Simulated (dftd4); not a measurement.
CH₅N₂ (SMILES NC=[NH2+]), charge +1, singlet, geometry from GFN2-xTB; D4 for blyp (dftd4).

The dftd4 input:
```
$ dftd4 mol.xyz --func blyp --charge 1 --json dftd4.json --noedisp

# file mol.xyz
8

N      1.14797274     0.20018934     0.03700286
C      0.00000738    -0.40400940     0.15397542
N     -1.14797868     0.12474531    -0.16084144
H      1.21954645     1.14751701    -0.31697552
H      2.01157036    -0.25676282     0.29638706
H      0.00002593    -1.41964718     0.54105366
H     -1.21958691     1.06736807    -0.52715794
H     -2.01155856    -0.38896122    -0.05028975
```

What the program printed (banner, timings and long lists left out):

```
                    ____  _____ _____     ____  _  _
      -------------|  _ \|  ___|_   _|---|  _ \| || |------------
     |             | | | | |_    | | ___ | | | | || |_           |
     |             | |_| |  _|   | ||___|| |_| |__   _|          |
     |             |____/|_|     |_|     |____/   |_|            |
     |             ===================================           |
     |            E. Caldeweyher, S. Ehlert & S. Grimme          |
     |          Mulliken Center for Theoretical Chemistry        |
     |                    University of Bonn                     |
      -----------------------------------------------------------

Rational (Becke-Johnson) damping: blyp-D4-ATM
---------------------
  s6         1.0000
  s8         2.3408
  s9         1.0000
  a1         0.4449
  a2         4.0933
 alp        16.0000
--------------------

Dispersion energy:      -6.2089665100625E-03 Eh

[Info] JSON dump of results written to 'dftd4.json'
```
